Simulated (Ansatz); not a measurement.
Species: CH3Be, net charge 1, singlet state. It need not be the lowest isomer of its formula. 
Structure (B3LYP-D3(BJ)/def2-TZVP (Ansatz, a first-principles code) minimum search):
```
C
H 1 1.0941
H 1 1.0941 2 109.78
H 1 1.0941 2 109.78 3 -120.77
Be 1 1.6556 2 109.16 4 -119.62
```
Charge +1, spin multiplicity 1.

Computed values are from Ansatz. Valence correlation only, unless marked. UHF or UKS for open shells. No spin-orbit coupling. No relativistic terms. CBS marks a two-point X^-3 extrapolation of the correlation energy; Hartree-Fock from the larger set.

Question: What is the vertical electron affinity (to the doublet; negative means unbound) at CCSD(T)/CBS(def2-TZVPPD,def2-QZVPPD)?

Answer: 7.81 eV.

Question: What is the vertical triplet-singlet gap at CCSD(T)/CBS(def2-TZVPPD,def2-QZVPPD)?

Answer: 3.52 eV.

Question: What is the total energy at CCSD(T)/CBS(def2-TZVPPD,def2-QZVPPD)?

Answer: -54.1911 Eh.

Question: What is the T1 diagnostic at CCSD/def2-QZVPPD?

Answer: 0.012.

Question: What is the vertical ionisation energy (to the doublet) at CCSD(T)/CBS(def2-TZVPPD,def2-QZVPPD)?

Answer: 18.19 eV.
